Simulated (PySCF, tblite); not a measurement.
Isomers of C4H12N2OSi2. Calculated harmonic vibrations of the isolated species, GFN2-xTB (tblite), most abundant isotopes, no scaling. Errors from tens to a few hundred cm⁻¹ against measured bands are possible. Modes of hydrogen on silicon can be 10 to 20 % off. One conformer each.

Electronic energies: PBE0/pcSseg-1 single points on the GFN2-xTB geometries (PySCF, gas phase).

```tsv
SMILES	electronic energy, lowest = 0 (kcal/mol)
C[Si](C)(C)O[Si@H](N)C#N	0.0
COC[Si@@H](CC#N)[SiH2]N	100.7
CCO[Si@@H](CC#N)[SiH2]N	70.0
CC(=O)N1[SiH2]CN[Si@H]1C	32.2
[H]/N=C/C(=C)[Si@H](O)[SiH2]NC	86.3
```

Problem. How do GFN2-xTB zero-point energies change the relative energies?

Solution. 
| SMILES | ZPE (kcal/mol) | of it from modes above 1550 cm⁻¹ | electronic (kcal/mol) | with ZPE, lowest = 0 (kcal/mol) | lowest mode (cm⁻¹) | rings |
| --- | --- | --- | --- | --- | --- | --- |
| C[Si](C)(C)O[Si@H](N)C#N | 98.9 | 55.8 | 0.0 | 0.0 | 1 | 0 |
| CC(=O)N1[SiH2]CN[Si@H]1C | 99.4 | 51.5 | 32.2 | 32.6 | 64 | 1 |
| CCO[Si@@H](CC#N)[SiH2]N | 97.7 | 52.4 | 70.0 | 68.8 | 28 | 0 |
| [H]/N=C/C(=C)[Si@H](O)[SiH2]NC | 96.7 | 54.4 | 86.3 | 84.1 | 22 | 0 |
| COC[Si@@H](CC#N)[SiH2]N | 96.4 | 52.0 | 100.7 | 98.1 | 22 | 0 |

The zero-point energies span 3.0 kcal/mol, from `COC[Si@@H](CC#N)[SiH2]N` to `CC(=O)N1[SiH2]CN[Si@H]1C`. The order is unchanged.

Problem. And how do the electronic energies of GFN2-xTB itself compare?

Solution. `C[Si](C)(C)O[Si@H](N)C#N` 20.0; `CC(=O)N1[SiH2]CN[Si@H]1C` 0.0; `CCO[Si@@H](CC#N)[SiH2]N` 40.8; `[H]/N=C/C(=C)[Si@H](O)[SiH2]NC` 63.3; `COC[Si@@H](CC#N)[SiH2]N` 88.6 kcal/mol, lowest = 0. Against the energies above, taken from the same isomer `C[Si](C)(C)O[Si@H](N)C#N`, the largest difference is 52.2 kcal/mol.
